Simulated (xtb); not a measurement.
xtb input:

```bash
xtb mol.xyz --gfn 1 --opt tight --chrg 0 --uhf 0
```
mol.xyz:
```
12

Si     0.58987530     0.00140122    -0.71858300
C      2.14729039    -0.99298703    -0.61847022
Cl     0.80056612     1.72476569     0.41938055
O     -0.66052945    -0.86075454    -0.13350521
Si    -2.10934293    -0.78670260     0.64204329
H      0.28162136     0.44689716    -2.09041607
H      2.04552148    -1.91181596    -1.20022797
H      2.99225482    -0.42588758    -1.01267473
H      2.36540803    -1.26185461     0.41633289
H     -2.99682815     0.19204162    -0.02598292
H     -1.90901655    -0.38909853     2.05226368
H     -2.71554494    -2.13312071     0.58165484
```

Question: Predict the final energy.

Answer: -18.79882 Eh (GFN1-xTB).
